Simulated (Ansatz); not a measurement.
`C[Si](O)(F)F` → `[OH]`• + `C[Si](F)F`• at 298.15 K and 1 bar (homolysis of the O–Si bond).

Calculated with Ansatz (gas phase, PBE0-D4/def2-TZVP geometries, no zero-point term in ΔE). CCSD(T)/CBS is the MP2 limit (def2-TZVPP, def2-QZVPP) plus CCSD(T) − MP2 in def2-TZVPP, frozen cores. This one scheme is used for every species. Open shells (•) are unrestricted, without spin–orbit coupling. One conformer a species, not always the lowest.

| species | CCSD(T)/CBS energy (Eh) | H − E (kJ/mol) | S (J/(mol·K)) |
| --- | --- | --- | --- |
| `C[Si](O)(F)F` | -604.51944 | 171.1 | 334.4 |
| `[OH]`• | -75.67771 | 31.1 | 184.0 |
| `C[Si](F)F`• | -528.61249 | 126.8 | 311.5 |

H − E and S are ideal-gas, rigid-rotor, harmonic terms from PBE0-D4/def2-TZVP, for one conformer and one mirror image of each species, with the whole ground term of open shells counted as degenerate. 1 Eh = 2625.50 kJ/mol, R = 8.31446 J/(mol·K).

By hand: ΔE, ΔH, ΔS and ΔG.

ΔE = (-75.67771) + (-528.61249) − (-604.51944) = 0.22924 Eh = 601.9 kJ/mol. Δ(H − E) = 31.1 + 126.8 − 171.1 = -13.2, so ΔH = 588.7 kJ/mol. ΔS = 184.0 + 311.5 − 334.4 = 161.1 J/(mol·K). ΔG = 588.7 − 298.15 × (161.1)/1000 = 540.7 kJ/mol.

By hand: the equilibrium constant, and the temperature at which ΔG would vanish if ΔH and ΔS stayed fixed.

log₁₀ K = −ΔG/(RT ln 10) = -94.7. ΔG = 0 at ΔH/ΔS = 3654 K, far beyond where these terms or the molecules hold.

The number of gas molecules changes by +1, which sets the sign of ΔS. A doubt of 5 kJ/mol in ΔE shifts log₁₀ K by 0.9 here. Other conformers and mirror images would add mixing entropy, several J/(mol·K) or more a flexible species. These are equilibria of isolated gas molecules and say nothing of rates. Largest T1 diagnostic: 0.013 (customary marks: 0.02 for closed shells, 0.045 for open ones).
